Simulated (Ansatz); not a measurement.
System: sum formula BNH4 (charge 0, singlet). 
Structure (B3LYP-D3(BJ)/def2-TZVP (Ansatz, an electronic-structure program) minimum search):
```xyz
6

B     -0.7766     0.0323    -0.0041
N      0.6098    -0.0254     0.0032
H     -1.3984    -0.9854    -0.0254
H     -1.3119     1.0982     0.0110
H      1.1972     0.7922     0.0209
H      1.1274    -0.8889    -0.0085
```
Charge 0, spin multiplicity 1.

Basis-set convergence of Hartree-Fock and MP2 correlation energies (hartree) with Ansatz. Cores are frozen in the correlated levels unless marked. No spin-orbit coupling. Non-relativistic.

```json
[
 {"basis": "def2-SVPD", "functions": "72", "E(HF)": "-81.44014", "E(corr, MP2)": "-0.27805"},
 {"basis": "def2-TZVPPD", "functions": "142", "E(HF)": "-81.52995", "E(corr, MP2)": "-0.32802"},
 {"basis": "def2-QZVPPD", "functions": "258", "E(HF)": "-81.53401", "E(corr, MP2)": "-0.34917"}
]
```

Extrapolating the two largest sets (X = 3 and 4) as X^-3: E(corr) = (64·(-0.34917) - 27·(-0.32802))/37 = -0.3646 Eh, an estimate of the basis-set limit. The largest set recovers 95.8 % of it, the smallest 76.3 %.
